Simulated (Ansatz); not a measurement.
Total energies of CH$_{7}$AlSi$_{2}$ (`[SiH3][SiH]1[CH2][AlH]1`).

```xyz
11

Si   -1.292   -0.142    1.521
Si   -0.221   -0.775   -0.442
C     1.515    0.066   -0.602
Al    0.347    0.971   -1.871
H    -2.753   -0.419    1.457
H    -0.740   -0.808    2.735
H    -1.106    1.328    1.686
H    -0.290   -2.241   -0.707
H     2.232   -0.577   -1.127
H     1.988    0.467    0.293
H     0.320    2.131   -2.943
```

The species carries charge 0 and has multiplicity 1. The geometry is a stationary point of PBE0-D4/def2-TZVP. Basis def2-TZVPP, Ansatz 0.2.0.

RPA on PBE orbitals: Hartree–Fock energy of these orbitals -861.64462 Eh, correlation -0.94403 Eh (frozen core).

```
functional  energy without D4 (Eh)  D4 term (kJ/mol)
    r2SCAN              -863.60441              -6.0
    B97M-V              -863.51402                 –
      PBE0              -863.30081             -21.7
     B3LYP              -863.78033             -41.2
   r2SCANh              -863.59761              -6.6
   r2SCAN0              -863.58842              -7.3
     BHLYP              -863.68053             -35.7
   LC-ωPBE              -863.41575                 –
   ωB97X-V              -863.56683                 –
    B2PLYP              -863.30449                 –
```

Problem. Give the same for LDA (SPW92), PBE, revPBE, BLYP, HSE06 (plane-wave form), CAM-B3LYP, ωB97M-V, PBE-QIDH. (An estimate is asked.)

Solution. The calculation gave: 
```csv
functional,energy without D4 (Eh),D4 term (kJ/mol)
LDA (SPW92),-859.92408,–
PBE,-863.21106,-25.3
revPBE,-863.52833,-65.8
BLYP,-863.67383,-53.9
HSE06 (plane-wave form),-863.27855,-20.5
CAM-B3LYP,-863.69395,-22.5
ωB97M-V,-863.61193,–
PBE-QIDH,-863.03152,–
```

B3LYP takes the VWN-RPA correlation (the form of Gaussian; ORCA's B3LYP/G). HSE06 is the plane-wave form, built on full-range PBE exchange. The double hybrids freeze the cores in their second-order part.

LC-ωPBE has ω = 0.4 bohr⁻¹.
